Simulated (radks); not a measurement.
The germanium anion Ge4-, [Kr], held by a Watson sphere: a shell of charge +4 at radius R that stands for the Madelung well of a crystal (potential energy -4/R inside, -4/r outside, in hartree with lengths in bohr). Method: scalar-relativistic Kohn-Sham, PBEsol, spin-polarised, spherical densities, point nucleus; computed with a radial shooting solver on a logarithmic mesh with Libxc functionals. Response by self-consistent Sternheimer equations with the Hartree and adiabatic LDA kernel, the relativistic mass of each level held fixed and spin-orbit coupling left out. The sphere does not respond.

| R (bohr) | e(3d) (eV) | e(4s) (eV) | e(4p) (eV) | <r> 4p (bohr) | sum of <r^2> (bohr^2) | X-ray form factor at sin(theta)/lambda = 0.2 1/angstrom | alpha (bohr^3) |
|---|---|---|---|---|---|---|---|
| 2.73 | -27.647 | -13.626 | -6.516 | 2.815 | 77.60 | 25.469 | 57.18 |
| 2.84 | -27.422 | -13.254 | -6.309 | 2.876 | 80.32 | 25.418 | 62.37 |
| 3.17 | -26.956 | -12.273 | -5.724 | 3.062 | 88.82 | 25.314 | 80.84 |
| 3.56 | -26.656 | -11.346 | -5.108 | 3.284 | 99.56 | 25.266 | 109.3 |
| 4.2 | -26.433 | -10.273 | -4.284 | 3.657 | 118.9 | 25.298 | 176.1 |
| 4.21 | -26.431 | -10.260 | -4.273 | 3.663 | 119.2 | 25.299 | 177.4 |
| 4.39 | -26.401 | -10.042 | -4.081 | 3.770 | 125.1 | 25.321 | 201.7 |
| 4.69 | -26.368 | -9.745 | -3.795 | 3.948 | 135.3 | 25.361 | 248.1 |
| 5.29 | -26.352 | -9.347 | -3.329 | 4.308 | 157.4 | 25.434 | 364.7 |
